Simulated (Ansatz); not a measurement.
A calculation with Ansatz (development build ahead of 0.2.0).

```yaml
crystal:
  periodic: [false, false, false]
  atoms:
    - { symbol: S, position_ang: [0.02426, 0.04351, -0.00426] }
    - { symbol: F, position_ang: [1.53213, -0.01202, -0.00093] }
    - { symbol: F, position_ang: [-1.5446, -0.03453, 0.00278] }
    - { symbol: F, position_ang: [-0.01064, 1.61719, 0.03243] }
    - { symbol: F, position_ang: [-0.04532, -1.58638, -0.02033] }
    - { symbol: F, position_ang: [-0.01209, 0.04303, 1.55825] }
    - { symbol: F, position_ang: [0.0309, -0.00645, -1.61943] }
basis:
  gaussian: { orbitals: STO-3G }
hamiltonian:
  xc: hf
correlation:
  method: mp2
  frozen_orbitals: { F: 1, S: 5 }
```

The input is written out in the form of the current development build from the run's settings.

Results

```json
{"Converged": "yes", "Reference energy": "-980.89686 hartree", "Correlation energy": "-0.13455 hartree", "Total energy": "-981.03141 hartree", "Spin squared of the determinant": "0.000"}
```
